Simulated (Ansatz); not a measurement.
Ansatz (a program for electronic structure) input (CCSD(T)/def2-SVPD):

Ansatz 0.2 input:
```yaml
crystal:
  periodic: [false, false, false]
  atoms:
    - {symbol: Si, position_ang: [-1.68246775, 0.24512125, -0.00670174]}
    - {symbol: Br, position_ang: [0.78223203, -0.05282565, -0.00145197]}
    - {symbol: H, position_ang: [-1.91941233, -0.87395396, -1.03263979]}
    - {symbol: H, position_ang: [-1.90416020, -0.70884567, 1.17728327]}
basis:
  gaussian:
    orbitals: def2-SVPD
total_charge: -1
magnetization: {spin_polarized: false}
correlation: {method: ccsd_t, electrons: outside_noble_gas}
output: {forces: true}
```

End of the output:

```
cycle   6  -7.46001079 eV  change   -7.6e-5 eV  update   3.7e-4
cycle   7  -7.46004517 eV  change   -3.4e-5 eV  update   1.4e-4
cycle   8  -7.46007205 eV  change   -2.7e-5 eV  update   6.1e-5
cycle   9  -7.46007228 eV  change   -2.3e-7 eV  update   2.5e-5
cycle  10  -7.46006461 eV  change    7.7e-6 eV  update   9.8e-6
cycle  11  -7.46006507 eV  change   -4.7e-7 eV  update   4.0e-6
perturbative correction -0.22847271 eV, -0.0083962173 hartree
the calculation of the forces begins
0.78 GiB of device memory are held for the factors and their scratch space
Total energy: -77890.74947528 eV, -2862.4322469701 hartree
Atom 0 at    -1.682468     0.245121    -0.006702 Å, force    -0.134216     0.059152    -0.003493 eV/Å
Atom 1 at     0.782232    -0.052826    -0.001452 Å, force     0.124407    -0.022566     0.000827 eV/Å
Atom 2 at    -1.919412    -0.873954    -1.032640 Å, force     0.004639    -0.021163    -0.037083 eV/Å
Atom 3 at    -1.904160    -0.708846     1.177283 Å, force     0.005169    -0.015423     0.039749 eV/Å
Dipole moment:     0.606224    -0.088147     0.002402 e Å
```

It need not be the lowest isomer of its formula. Whether it binds its extra electron was not tested at this geometry.
